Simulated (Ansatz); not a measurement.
Single points on the cluster Cd6S5.

```yaml
crystal:
  periodic: [false, false, false]
  atoms:
    - {symbol: Cd, position_ang: [-2.523501, -0.667561, 0.769075]}
    - {symbol: Cd, position_ang: [0.558900, -2.326307, -1.324929]}
    - {symbol: Cd, position_ang: [0.787563, 0.230503, 0.544882]}
    - {symbol: Cd, position_ang: [3.813748, 1.615260, -0.599772]}
    - {symbol: Cd, position_ang: [2.444161, 2.260982, 2.359927]}
    - {symbol: Cd, position_ang: [-0.489294, -4.400500, -3.097097]}
    - {symbol: S, position_ang: [-0.456975, 2.255105, 1.312591]}
    - {symbol: S, position_ang: [-1.976532, 2.254685, -0.176284]}
    - {symbol: S, position_ang: [-0.627431, -2.082790, 0.953949]}
    - {symbol: S, position_ang: [-3.754158, 1.367207, 0.615813]}
    - {symbol: S, position_ang: [2.223510, -0.506584, -1.358166]}
basis:
  gaussian: {orbitals: def2-SVP, initial_orbitals: start.molden}
hamiltonian: {xc: pbe}
correlation: {method: rpa}
scf: {omitted_lower_state_checks: [starts]}
```

The file start.molden holds the orbitals of an earlier run on this structure, at another level or in another basis.

```sh
$ ansatz run in.yaml --threads 4 --pin off --events-out ev --progress --plain --max-ram 6963MiB
```

Output, abridged:

```
Functional definition: PBE
2763 factors; integrals over basis functions are off by at most 7.9e-4 eV
mean field evaluation 1: about -81528.4250 eV, gradient 2.5e1 eV
mean field evaluation 2: about -81528.8984 eV, gradient 8.4e-1 eV
mean field evaluation 4: about -81528.8950 eV, gradient 1.8e-2 eV
mean field evaluation 8: about -81528.8950 eV, gradient 2.1e-6 eV
mean field -81528.89498005 eV, -2996.1316282469 hartree, gradient 2.2e-6 eV, S^2 0.000000; 0 other end points of the search recorded, 0 dependent functions left out
25 core orbitals not correlated: weight in the atoms' cores, before any rotation towards them, 1.000 or more for the frozen orbitals, at most 0.000 for the correlated occupied ones
reference -81307.49257829 eV, -2987.9952400542 hartree; 75, 75 occupied and 176, 176 virtual orbitals, 2763 factors
Total energy: -81416.64168619 eV, -2992.0063957857 hartree
Checks for a lower state left out: starts
```

It took 34 s on 4 threads of Arm Neoverse V1 on a shared host, peak host memory 1.4 GiB.

As the first input, with `gaussian: {orbitals: def2-TZVP, initial_orbitals: start.molden}`, `hamiltonian: {xc: {name: BHLYP}, dispersion: d4}`, `output: {orbitals: {seedname: orbitals}}` and without the key `correlation` (abridged; 43 s):

```
Functional definition: BHLYP
the host lacks memory for fits, so the integrals are decomposed
mean field -81560.23099709 eV, -2997.2832056330 hartree, gradient 2.5e-5 eV, S^2 0.000000
Total energy: -81561.85993071 eV, -2997.3430678392 hartree
Checks for a lower state left out: starts
```

The first input with `gaussian: {orbitals: def2-TZVP, initial_orbitals: start.molden}`, `hamiltonian: {xc: pbe, dispersion: d4}`, `output: {orbitals: {seedname: orbitals}}` and without the key `correlation` (abridged; 14 s):

```
Functional definition: PBE
mean field -81554.53059796 eV, -2997.0737198287 hartree, gradient 2.6e-5 eV, S^2 0.000000
Total energy: -81555.51371815 eV, -2997.1098488293 hartree
Checks for a lower state left out: starts
```

First input, but with `gaussian: {orbitals: STO-3G}`, `hamiltonian: {xc: hf}`, `output: {orbitals: {seedname: orbitals}}` and without the key `correlation` (abridged; 22 s):

```
Functional definition: HF
mean field -937041.63422829 eV, -34435.6449082577 hartree, gradient 1.4e-5 eV, S^2 0.000000
Total energy: -937041.63422829 eV, -34435.6449082577 hartree
Checks for a lower state left out: starts
```

First input, but with `gaussian: {orbitals: def2-TZVP, initial_orbitals: start.molden}`, `hamiltonian: {xc: pbe0, dispersion: d4}`, `output: {forces: true, orbitals: {seedname: orbitals}}` and without the key `correlation` (abridged; 49 s):

```
Functional definition: PBE0
mean field -81556.32782902 eV, -2997.1397668518 hartree, gradient 2.5e-5 eV, S^2 0.000000
Total energy: -81557.20531235 eV, -2997.1720137695 hartree
Atom 0 force     0.149370     0.192067     0.002752 eV/Å
Atom 1 force     0.102272     0.324780     0.239442 eV/Å
Atom 2 force    -0.062780     0.060784    -0.119268 eV/Å
Atom 3 force     0.028403     0.028791    -0.006132 eV/Å
Atom 4 force     0.048905    -0.018179     0.031455 eV/Å
Atom 5 force     0.025112     0.032191     0.027411 eV/Å
Atom 6 force    -0.509771    -0.310053    -0.620323 eV/Å
Atom 7 force    -0.096669    -0.315202     0.741469 eV/Å
Atom 8 force    -0.111802     0.255847    -0.269421 eV/Å
Atom 9 force     0.835548    -0.011405    -0.213692 eV/Å
Atom 10 force    -0.408587    -0.239621     0.186309 eV/Å
Dipole moment:    -0.113832    -1.552146    -0.688015 e Å
Checks for a lower state left out: starts
```

As the first input, with `gaussian: {orbitals: def2-TZVP, initial_orbitals: start.molden}`, `hamiltonian: {xc: {name: revPBE}, dispersion: d4}`, `output: {orbitals: {seedname: orbitals}}` and without the key `correlation` (abridged; 15 s):

```
Functional definition: revPBE
mean field -81574.84207847 eV, -2997.8201529697 hartree, gradient 2.6e-5 eV, S^2 0.000000
Total energy: -81576.80925567 eV, -2997.8924453986 hartree
Checks for a lower state left out: starts
```

The first input with `hamiltonian: {xc: pbe, dispersion: d4}`, `output: {orbitals: {seedname: orbitals}}` and without the key `correlation` (abridged; 8.5 s):

```
Functional definition: PBE
mean field -81528.89495356 eV, -2996.1316272735 hartree, gradient 2.5e-5 eV, S^2 0.000000
Total energy: -81529.87807409 eV, -2996.1677562868 hartree
Checks for a lower state left out: starts
```

Geometry: PBE-D4/def2-SVP.

In the def2 sets Cd takes a core potential, while STO-3G treats all electrons; there is no spin–orbit coupling. Correlated methods freeze 25 core orbitals; core or outer-core shells of Cd are correlated, in sets that lack core-valence functions. The structure comes from a short search, and lower isomers may exist.
